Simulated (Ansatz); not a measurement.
Ideal-gas functions of `Cl[SiH2]I` at 400 K and 1 bar, from an Ansatz frequency run at PBE0-D4/def2-TZVP.

Molar mass 192.46 g/mol, point group Cs (symmetry number 1), electronic degeneracy 1, moments of inertia 43.235, 425.744, 462.917 u Å². Harmonic wavenumbers (cm⁻¹, unscaled): 134, 367, 537, 560, 689, 833, 936, 2262, 2279.

Use S(trans) = R[1.5 ln M + 2.5 ln T − 1.1517]; rotational temperatures θ = 24.2544 K / I; S(rot) = R[ln(√π/σ · √(T³/θAθBθC)) + 1.5]; for each mode x = 1.438777 ν̃/T, S = R[x/(eˣ − 1) − ln(1 − e⁻ˣ)] and H = RT x/(eˣ − 1); 1 cm⁻¹ = 0.0119627 kJ/mol; R = 8.31446 J/(mol·K).

Task: By hand: the entropy, in J/(mol·K).

Result: Translation 180.6. Rotation: θ = 0.561, 0.057, 0.0524 K, giving 118.5. Vibration, mode by mode: 14.46, 6.58, 4.02, 3.77, 2.62, 1.74, 1.29, 0.02, 0.02, in all 34.5. Electronic 0.0. Sum 333.6 J/(mol·K).

Task: By hand: H − E and G − E in kJ/mol, counted from the electronic energy.

Result: Zero-point energy ½ × 8597 × 0.0119627 = 51.4; thermal vibration 8.0; translation, rotation and pV give 4 RT = 13.3. H − E = 72.7 kJ/mol, and G − E = 72.7 − 400 × 333.6/1000 = -60.7 kJ/mol.

Vibration gives 10 % of the entropy, 14.5 J/(mol·K) of it from the mode under 150 cm⁻¹: soft modes count most, and the harmonic formula is weakest for them.
